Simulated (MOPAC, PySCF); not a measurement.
H2AlF3Si, SMILES `F[Si](F)(F)[AlH2]`, neutral singlet in the gas phase. 

Z-matrix (Å, degrees):
```
Si
F 1 1.5896
F 1 1.5914 2 105.89
F 1 1.5916 2 105.91 3 112.53
Al 1 2.4661 2 114.07 3 -123.87
H 5 1.5808 1 119.87 2 -2.38
H 5 1.5813 6 121.88 1 179.87
```
Charge 0, multiplicity 1.

All levels are single points at this geometry (r2SCAN-D4/def2-TZVP); Pople sets use spherical d functions. Orbital energies aren't observables, and empty levels follow the basis.

r2SCAN-D4/def2-TZVP in PySCF gives HOMO (eV) = -7.60.

Estimate the HOMO (eV) from each of these levels: B3LYP/6-31G* in PySCF; B3LYP/LANL2DZ in PySCF; BP86/6-31G* in PySCF; SVWN5/6-31G* in PySCF; HF/3-21G in PySCF; AM1 in MOPAC; PM3 in MOPAC; PM6 in MOPAC.


```csv
level,HOMO (eV)
B3LYP/6-31G* in PySCF,-8.19
B3LYP/LANL2DZ in PySCF,-8.93
BP86/6-31G* in PySCF,-7.21
SVWN5/6-31G* in PySCF,-7.21
HF/3-21G in PySCF,-11.53
AM1 in MOPAC,-9.87
PM3 in MOPAC,-9.19
PM6 in MOPAC,-10.34
```
